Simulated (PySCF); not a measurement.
Electron correlation in Zn⁺ (zinc, charge +1)

Starting occupation: [Ar] 3d10 4p1, 4p3/2 with m_j = +3/2. All numbers are calculated (PySCF 2.14, X2C-1e with screened-nucleus spin-orbit coupling, Gaussian nucleus, in x2c-TZVPall-2c (6s7p4d1f, 54 functions)). Frozen: [Ne]; 19 electrons correlated; the 6 highest virtual spinors left out.

MP2 pair energies summed by pair of shells (mhartree):

```csv
pair,energy,share (%)
3d3/2-3d5/2,-175.70,27.4
3d5/2-3d5/2,-121.48,19.0
3d5/2-3p3/2,-65.79,10.3
3d3/2-3d3/2,-51.09,8.0
3d3/2-3p3/2,-45.39,7.1
3d5/2-3p1/2,-34.70,5.4
3d5/2-3s1/2,-26.60,4.2
3d3/2-3p1/2,-21.37,3.3
3p1/2-3p3/2,-20.95,3.3
3p3/2-3p3/2,-19.95,3.1
3d3/2-3s1/2,-17.70,2.8
3p3/2-3s1/2,-11.70,1.8
3d5/2-4p3/2,-8.15,1.3
3p1/2-3s1/2,-5.93,0.9
3p1/2-3p1/2,-4.83,0.8
3d3/2-4p3/2,-4.81,0.8
3s1/2-3s1/2,-2.96,0.5
3p3/2-4p3/2,-0.87,0.1
3p1/2-4p3/2,-0.45,0.1
3s1/2-4p3/2,-0.23,0.0
```

Total MP2 correlation energy: -640.65 mhartree.

This basis was not built for core-valence correlation, so the inner-shell part is incomplete.
